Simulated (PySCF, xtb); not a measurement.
CH6BClO2Si, SMILES OB(O)C[SiH2]Cl. One conformer was computed; it need not be the lowest.

Harmonic wavenumbers (cm⁻¹) from GFN2-xTB in xtb 6.7.1 at its own minimum, in rising order: 37, 41, 101, 148, 327, 416, 453, 477, 480, 553, 561, 583, 706, 731, 760, 783, 813, 919, 965, 1012, 1133, 1224, 1328, 1469, 2243, 2265, 2964, 2977, 3653, 3658.

### Question
What does PBE-D3(BJ)/def2-SVP (PySCF 2.14.0) give at its own minimum? (The exact figures need the calculation; the answer reports its results.)

### Answer
46, 54, 96, 175, 332, 449, 466, 470, 510, 555, 577, 663, 724, 780, 794, 847, 916, 955, 982, 990, 1048, 1298, 1354, 1440, 2155, 2183, 2986, 3049, 3772, 3787. Paired by order, the mean absolute difference is 43 cm⁻¹ and the zero-point energies are 48.3 and 49.3 kcal/mol.
